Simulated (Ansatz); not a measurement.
**GeH4MgSi: where a starting geometry ends**

The starting geometry of this gas-phase singlet was optimised with GFN2-xTB.

```yaml
atoms:
  - { symbol: Ge, position_ang: [-1.4550, 1.0492, -0.9251] }
  - { symbol: Mg, position_ang: [-2.3406, -0.7383, 0.6148] }
  - { symbol: Si, position_ang: [-0.7502, 1.4021, 1.2170] }
  - { symbol: H, position_ang: [-2.7341, -2.3410, 0.9303] }
  - { symbol: H, position_ang: [0.3764, 0.9394, 2.0749] }
  - { symbol: H, position_ang: [-1.2768, 2.5139, 2.0559] }
  - { symbol: H, position_ang: [-0.2885, -0.1127, -1.0635] }
```

Q: Predict what it relaxes into with r2SCAN-D4/def2-SVP.

A: A new bond forms, giving a structure with H7 bridging Ge1 and Mg2, given below by its coordinates. Contacts that close: Mg2–H7 (2.72 → 2.13 Å).

The energy falls by 0.27 eV over 11 steps:

| step | E − E(last) (eV) |
| --- | --- |
| 1 | 0.268 |
| 2 | 0.052 |
| 3 | 0.028 |
| 4 | 0.024 |
| 5 | 0.017 |
| 7 | 0.004 |
| 8 | 0.001 |
| 9 | 0.000 |
| 10 | 0.000 |
| 11 | 0.000 |

Final geometry (Å):

```xyz
7

Ge   -1.4002    1.2447   -0.9642
Mg   -2.0921   -0.8930    0.5095
Si   -0.7293    1.5481    1.2029
H    -2.6735   -2.4353    0.9198
H     0.1963    0.7287    2.0655
H    -1.1675    2.7235    2.0180
H    -0.6026   -0.2042   -0.8472
```

Frequencies at the end are all real (lowest 106 cm⁻¹). Run with Ansatz 0.2.0, 47 s on 1 thread of Arm Neoverse V2, with other jobs on the host.
